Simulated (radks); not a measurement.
Problem. The mean radii <r> (bohr) of the occupied orbitals of an atom or ion are listed with their occupations. Calculated with a radial shooting solver on a logarithmic mesh with Libxc functionals: scalar-relativistic Kohn-Sham, BLYP, spin-polarised, spherical densities, finite nucleus; Fermi nuclear charge, rms radius of each element as measured or else 0.836 A^(1/3) + 0.57 fm.

| orbital | occ. | <r> |
|---|---|---|
| 1s down | 1 | 0.03609 |
| 1s up | 1 | 0.03609 |
| 2s up | 1 | 0.1581 |
| 2s down | 1 | 0.1580 |
| 2p up | 3 | 0.1377 |
| 2p down | 3 | 0.1377 |
| 3s up | 1 | 0.4432 |
| 3s down | 1 | 0.4432 |
| 3p up | 3 | 0.4458 |
| 3p down | 3 | 0.4457 |
| 3d up | 5 | 0.4327 |
| 3d down | 5 | 0.4326 |
| 4s up | 1 | 1.136 |
| 4s down | 1 | 1.134 |
| 4p up | 3 | 1.252 |
| 4p down | 3 | 1.250 |
| 4d up | 1 | 1.614 |

Name the element and its charge. Open shells, if any, are filled with parallel spins first.

Solution. Z = 41, niobium, charge +4: Nb4+ in [Kr] 4d1. The 1s radius gives Z: for a bare nucleus <r> = (2 gamma + 1)/(2Z) with gamma = sqrt(1 - (Z/c)^2), 0.03547 bohr for Z = 41, and screening makes it slightly larger (0.03609 here). The occupations add up to 37, and the charge is Z minus that.
